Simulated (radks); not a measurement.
Question: W+, 73 electrons, occupied as [Xe] 4f14 5d4 6d1 (not the ground configuration). Method: Dirac Kohn-Sham, PBE, spin-unpolarised, spherical densities, point nucleus; open shells fill j = l - 1/2 first; computed with a radial shooting solver on a logarithmic mesh with Libxc functionals. Some entries of the table are withheld. Estimate them.

orbital  occ.  eigenvalue (eV)  <1/r> (bohr^-1)  <r^2> (bohr^2)
1s1/2       2        -69410.81            87.13             (1)
2s1/2       2        -11980.57            21.20             (2)
2p1/2       2        -11455.87            21.15        0.005042
2p3/2       4        -10102.98            17.77        0.006243
3s1/2       2        -2767.326            7.779         0.04612
3p1/2       2        -2533.943            7.692         0.04232
3p3/2       4        -2241.395            6.817         0.04891
3d3/2       4              (3)            6.710         0.03792
3d5/2       6              (4)            6.504         0.03973
4s1/2       2        -579.4553            3.269          0.2282
4p1/2       2        -482.7054            3.158          0.2354
4p3/2       4        -414.9105            2.853          0.2708
4d3/2       4        -256.1668            2.638          0.2955
4d5/2       6        -243.6766            2.565          0.3088
5s1/2       2         -89.7548            1.262           1.285
5p1/2       2         -61.1946            1.131           1.574
5p3/2       4         -51.4159            1.024           1.863
4f5/2       6         -45.1611            2.100          0.4572
4f7/2       8         -42.9242            2.069          0.4729
5d3/2       4         -15.4605              (5)             (6)
6s1/2       0         -14.7111           0.4449           9.237
5d5/2       0         -14.6469              (7)             (8)
6p1/2       0          -9.5115           0.3559           14.39
6p3/2       0          -8.5945           0.3254           17.02
6d3/2       1          -3.8898           0.1924           47.05
6d5/2       0          -3.8268           0.1901           48.41
5f5/2       0          -2.1140           0.1382           77.33
5f7/2       0          -2.1132           0.1381           77.40

Answer: 
(1) 1s1/2 <r^2> (bohr^2): 0.0004628
(2) 2s1/2 <r^2> (bohr^2): 0.007060
(3) 3d3/2 eigenvalue (eV): -1849.022
(4) 3d5/2 eigenvalue (eV): -1785.415
(5) 5d3/2 <1/r> (bohr^-1): 0.6959
(6) 5d3/2 <r^2> (bohr^2): 4.131
(7) 5d5/2 <1/r> (bohr^-1): 0.6720
(8) 5d5/2 <r^2> (bohr^2): 4.416
